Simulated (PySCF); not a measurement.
## Static response to an electric field

C4H7FO2Si.
Geometry (GFN2-xTB, Å), atoms numbered from 1 in this order:
```xyz
15
C4H7FO2Si angstrom
C     -2.129   -1.428   -0.474
C     -1.246   -0.532   -0.112
C     -0.870    0.890    0.010
O     -1.439    1.722    0.971
C      0.065   -0.214    0.472
O      1.216   -0.473   -0.248
Si     2.707    0.130   -0.149
F      3.343   -0.242    1.282
H     -3.086   -1.146   -0.885
H     -1.932   -2.484   -0.381
H     -0.591    1.399   -0.913
H     -2.387    1.799    0.813
H      0.178   -0.332    1.546
H      3.374   -0.659   -1.158
H      2.792    1.579   -0.184
```

Level: wB97X-D/def2-SVPD (PySCF), static field, nuclei fixed, core orbitals frozen in the response. The polarisability tensor in these axes (au):

```
x   92.95  8.31  3.07
y    8.31 79.58  5.64
z    3.07  5.64 64.65
```

Question: What are the eigenvalues, a third of the trace, and Δα (Δα² = ½Σ(αi − αj)² over the three pairs)?

Answer: Principal values 62.76, 76.66 and 97.77 au; mean 79.06 au = 11.72 Å³ = 13.04 × 10⁻⁴⁰ C²·m²/J; Δα = 30.54 au (39 % of the mean).

Question: What is the dipole moment, and where does it point?

Answer: (-2.19, 0.23, -1.77) D, 2.82 D in size, pointing from the negative to the positive side. Measured along this direction, the outermost atoms are F8 at the negative end and H9 at the positive end.

Question: In TDDFT the mean static polarisability is Σ f/ω² over all singlet excitations (ω in hartree). How much of it do the 8 lowest give? Their energies (eV) and oscillator strengths: 5.76, 0.0014; 6.14, 0.0021; 7.28, 0.4948; 7.42, 0.0014; 7.81, 0.0228; 7.92, 0.0029; 7.94, 0.0683; 7.98, 0.0059.

Answer: They add up to 8.18 au, 10.3 % of the 79.06 au; the largest single term is 6.91 au, from the state at 7.28 eV. Terms in order: 0.03, 0.04, 6.91, 0.02, 0.28, 0.03, 0.80, 0.07 au. Higher excitations give the rest. The strengths listed sum to 0.600.

Question: How large is μ²/3kT at 400 K beside α?

Answer: In Gaussian units μ²/3kT = 48.10 Å³ against 11.72 Å³, a ratio of 4.11; the Debye molar polarisation (4π/3)N_A(α + μ²/3kT) is 150.9 cm³/mol, leaving out the vibrational part.

Question: Find the Langevin capture rate constant for H3+ (3.023 u) meeting this molecule (134.020 u), k = 2.342 × 10⁻⁹ cm³/s × √(α in Å³ / reduced mass in u).

Answer: The reduced mass is 2.96 u, so k = 4.66 × 10⁻⁹ cm³/s. The formula leaves out the permanent dipole, which adds to the capture rate.

Question: What would n − 1 = 2πNα be for an ideal gas of these molecules at 500 K and 1 atm, electronic part alone?

Answer: N = p/kT = 1.4678 × 10¹⁹ cm⁻³, so n − 1 = 2π × N × 11.72 × 10⁻²⁴ cm³ = 1080 × 10⁻⁶ at long wavelengths, for an ideal gas.

One conformer (not necessarily the lowest) at the GFN2-xTB geometry, without solvent, vibrations or thermal averaging.

These values come from a run that also computed excited states. On an Arm Neoverse N1 with one thread, on a shared host, this took 99 s wall and 0.96 GiB of memory at its peak.
